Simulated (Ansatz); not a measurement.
Basis-set extrapolation for `CN(C)[SiH]([SiH3])Cl` (PBE0-D4/def2-TZVP geometry, frozen core, Ansatz 0.2.0). Multiplicity 1, RHF reference.

```csv
,def2-TZVPP,def2-QZVPP
HF,-1173.523671,-1173.561116
MP2 correlation,-1.003014,-1.078414
CCSD(T) correlation,-1.125133,not run
```

Energies in hartree. Use E(X) = E(∞) + A·exp(−7.88·√X) for Hartree–Fock and E(X) = E(∞) + B·X^(−2.97) for correlation, with X = 3 and 4, and add CCSD(T) minus MP2 of the smaller set to the MP2 limit.

Q: What is the CCSD(T) energy at the basis-set limit?

A: HF limit: -1173.561116 + (-0.037445) × 0.13774 = -1173.56627. MP2 limit: -1.078414 + (-0.075400) × 0.74074 = -1.13427. Higher-order term: -1.125133 − (-1.003014) = -0.12212. Total: -1174.82266 hartree, 456.5 kJ/mol below CCSD(T)/def2-TZVPP.
